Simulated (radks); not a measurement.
Task: These are the eigenvalues of the occupied orbitals of an atom or ion with whole-number occupations (hartree). All-electron calculation, Dirac Kohn-Sham, PBE, spin-unpolarised, spherical densities, finite nucleus; Fermi nuclear charge, rms radius of each element as measured or else 0.836 A^(1/3) + 0.57 fm. Program: a radial shooting solver on a logarithmic mesh with Libxc functionals.

1s1/2: -133.5748
2s1/2: -16.32543
2p1/2: -13.82720
2p3/2: -13.71442
3s1/2: -3.47645
3p1/2: -2.81056
3p3/2: -2.79568

Which element is it, and in what charge state? The configuration may be excited.

Result: Z = 19, potassium, charge +4: K4+ in [He] 2s2 2p(1/2: 2, 3/2: 3) 3s2 3p(1/2: 2, 3/2: 2). The list shows which subshells hold electrons but not how many an open one holds; the 1s level, -133.57 hartree, gives Z - s = 16.3 by -(Z - s)^2/2, which with screening and relativity narrows Z to a few neighbours, and the depths of the outer levels then fix element, charge and occupations together.
